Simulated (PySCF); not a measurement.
Predicted microwave data (PBE0/pcSseg-1 in PySCF (dipole) on a GFN2-xTB geometry, gas phase) for one isomer of C7H10O:

- Rotational constants: A = 8163, B = 880.9, C = 807.1 MHz
- Dipole components: |μa| = 0.58 D, |μb| = 1.19 D, |μc| = 0.00 D
- Inertial defect: -9.45 u·Å²
- κ: -0.98

Question: Which structure is it? (One computed conformer of each.)
A. `[CH3:1][CH2:2][CH2:3][c:4]1[cH:5][cH:6][cH:7][o:8]1` with C1–C2–C3–C4 63°, C2–C3–C4–C5 71°
B. `[CH2:1]=[CH:2][O:3][CH:4]=[C:5]1[CH2:6][CH2:7][CH2:8]1` with C1–C2–O3–C4 180°, C2–O3–C4–C5 180°
C. `[CH3:1][O:2][CH:3]1[CH:4]=[CH:5][CH2:6][CH:7]=[CH:8]1` with C1–O2–C3–C4 -159°, O2–C3–C4–C5 -147°, C4–C5–C6–C7 21°, C5–C6–C7–C8 -21°, O2–C3–C8–C7 144°
D. `[CH2:1]=[C:2]([CH3:3])[C:4]1=[CH:5][CH2:6][O:7][CH2:8]1` with C1–C2–C4–C5 180°
E. `[CH3:1][O:2][CH2:3][C:4]1=[CH:5][CH2:6][CH:7]=[CH:8]1` with C1–O2–C3–C4 -65°, O2–C3–C4–C5 120°

Answer: B. It is C=COC=C1CCC1, a near-prolate asymmetric top, point group Cs. The candidates at the same level (rigid rotor, commonest isotopes):

```
        SMILES  A (MHz)  B (MHz)  C (MHz)  μa (D)  μb (D)  μc (D)  Δ (u·Å²)  point group                        rotor
  COC1C=CCC=C1     4743     1451     1161    0.33    0.84    1.09    -19.42           C1               asymmetric top
C=C(C)C1=CCOC1     4395     1478     1130    1.50    1.28    0.00     -9.52           Cs               asymmetric top
  COCC1=CCC=C1     4510     1305     1244    1.19    1.22    0.60    -93.14           C1  near-prolate asymmetric top
  C=COC=C1CCC1     8163    880.9    807.1    0.58    1.19    0.00     -9.45           Cs  near-prolate asymmetric top
    CCCc1ccco1     4363     1375     1290    0.32    0.47    0.26    -91.49           C1  near-prolate asymmetric top
```

`COC1C=CCC=C1` has B 65 % too high; `CCCc1ccco1` has C 60 % too high; `C=C(C)C1=CCOC1` has B 68 % too high; `COCC1=CCC=C1` has C 54 % too high. In the right answer the mirror of this Cs structure is the ab plane, so μc vanishes by symmetry. No structure here is proved a minimum.
